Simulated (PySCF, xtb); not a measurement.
Mg(F)(NH2) (FH2MgN), SMILES [NH2][Mg][F]. The values are those of a single conformer.

Harmonic wavenumbers (cm⁻¹) from GFN2-xTB run with xtb 6.7.1 at its own minimum, in rising order: 59, 109, 485, 588, 616, 648, 1487, 3349, 3365.

Task: What does TPSSh-D3(BJ)/def2-TZVP (PySCF 2.14.0) give at its own minimum? (Estimate from the structure and the level; the computed values follow.)

Result: 143, 153, 281, 541, 550, 832, 1571, 3533, 3609. Paired by order, the mean absolute difference is 127 cm⁻¹ and the zero-point energies are 15.3 and 16.0 kcal/mol.
